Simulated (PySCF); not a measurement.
First hyperpolarisability: `S1C(C(OC)=O)=CC=C1`, C$_{6}$H$_{6}$O$_{2}$S

Molfile (atoms numbered from 1):
```
C6H6O2S
     RDKit          3D

 15 15  0  0  0  0  0  0  0  0999 V2000
    2.9886   -0.0633    0.6630 C   0  0  0  0  0  0  0  0  0  0  0  0
    1.5981    0.1936    0.7240 O   0  0  0  0  0  0  0  0  0  0  0  0
    0.8234   -0.6046   -0.0226 C   0  0  0  0  0  0  0  0  0  0  0  0
    1.2485   -1.4950   -0.7145 O   0  0  0  0  0  0  0  0  0  0  0  0
   -0.5974   -0.2578    0.1071 C   0  0  0  0  0  0  0  0  0  0  0  0
   -1.6381   -0.8889   -0.5367 C   0  0  0  0  0  0  0  0  0  0  0  0
   -2.8961   -0.3259   -0.2130 C   0  0  0  0  0  0  0  0  0  0  0  0
   -2.7834    0.7222    0.6701 C   0  0  0  0  0  0  0  0  0  0  0  0
   -1.1594    1.0286    1.1112 S   0  0  0  0  0  0  0  0  0  0  0  0
    3.3632    0.0499   -0.3652 H   0  0  0  0  0  0  0  0  0  0  0  0
    3.2135   -1.0856    1.0016 H   0  0  0  0  0  0  0  0  0  0  0  0
    3.4661    0.6693    1.3237 H   0  0  0  0  0  0  0  0  0  0  0  0
   -1.4702   -1.7271   -1.2136 H   0  0  0  0  0  0  0  0  0  0  0  0
   -3.8489   -0.6746   -0.6126 H   0  0  0  0  0  0  0  0  0  0  0  0
   -3.5854    1.3322    1.0852 H   0  0  0  0  0  0  0  0  0  0  0  0
  1  2  1  0
  2  3  1  0
  3  4  2  0
  3  5  1  0
  5  6  2  0
  6  7  1  0
  7  8  2  0
  8  9  1  0
  9  5  1  0
  1 10  1  0
  1 11  1  0
  1 12  1  0
  6 13  1  0
  7 14  1  0
  8 15  1  0
M  END
```

Computed, not measured: quadratic response CAM-B3LYP/aug-cc-pVDZ first hyperpolarisability, Taylor convention, gas phase (PySCF 2.14.0). Geometry: PBE0-D3(BJ)/def2-SVP.

(1) Give β for the processes computed.

(2) Which lowest excitations, dipole and polarisabilities go with it?

Results:

(1) In au, Taylor convention; the vector part is βᵢ = ⅓ Σⱼ (βᵢⱼⱼ + βⱼᵢⱼ + βⱼⱼᵢ); β∥ is 3/5 of the vector part along the dipole, the dipole points from − to +:
| process | λ (nm) | β vector norm | β∥ | β HRS | depolarisation ratio |
| --- | --- | --- | --- | --- | --- |
| static β(0;0,0) | ∞ | 160.0 | 59.2 | 97.9 | 2.41 |
| second harmonic β(−2ω;ω,ω) | 1907 | 180.8 | 68.5 | 107.3 | 2.51 |
| Pockels β(−ω;ω,0) | 1907 | 166.6 | 62.1 | – | – |
| second harmonic β(−2ω;ω,ω) | 1064 | 241.8 | 95.6 | 134.2 | 2.78 |
| Pockels β(−ω;ω,0) | 1064 | 182.4 | 69.2 | – | – |

(2) S1 5.05 eV (f = 0.233); S2 5.26 eV (f = 0.000); S3 5.36 eV (f = 0.102); dipole 1.81 D; isotropic α 97.5 au static, 97.9 au at 1907 nm, 98.8 au at 1064 nm, 99.1 au at 953.5 nm, 103.0 au at 532 nm.
